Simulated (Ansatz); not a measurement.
`B[C](F)(Cl)[GeH3]` and `B[CH](Cl)[GeH3]` differ in one atom or group.

Ansatz, PBE0-D4/def2-TZVP geometries, multiplicity 1. 

Scalar relativity is left out up to krypton.

```csv
property,`B[C](F)(Cl)[GeH3]`
LUMO energy (PBE/def2-TZVPP) / eV,-2.03
size of the dipole moment (PBE/def2-TZVPP) / D,1.56
HOMO–LUMO gap (B3LYP/def2-TZVPP) / eV,7.06
LUMO energy (B3LYP/def2-TZVPP) / eV,-1.24
HOMO energy (PBE0/def2-TZVPP) / eV,-8.50
HOMO–LUMO gap (ωB97M-V/def2-TZVPP) / eV,11.80
```

Problem. What does the change do to each property? (An estimate is asked.)

Solution. The calculation gave: 
```
                                      property  `B[CH](Cl)[GeH3]`  shift
             LUMO energy (PBE/def2-TZVPP) / eV              -2.54  -0.51
size of the dipole moment (PBE/def2-TZVPP) / D               1.65   0.09
         HOMO–LUMO gap (B3LYP/def2-TZVPP) / eV               5.82  -1.24
           LUMO energy (B3LYP/def2-TZVPP) / eV              -1.80  -0.56
            HOMO energy (PBE0/def2-TZVPP) / eV              -7.86   0.64
       HOMO–LUMO gap (ωB97M-V/def2-TZVPP) / eV              10.35  -1.45
```

With PBE0 the HOMO rises by 0.64 eV and the LUMO falls by 0.62 eV, so the gap narrows by about 1.26 eV. PBE moves the HOMO by 0.51 eV and ωB97M-V by 0.69 eV. Dipoles are sizes alone; their direction can turn.

B3LYP here is the variant with VWN-RPA as its local correlation; programs differ in this.
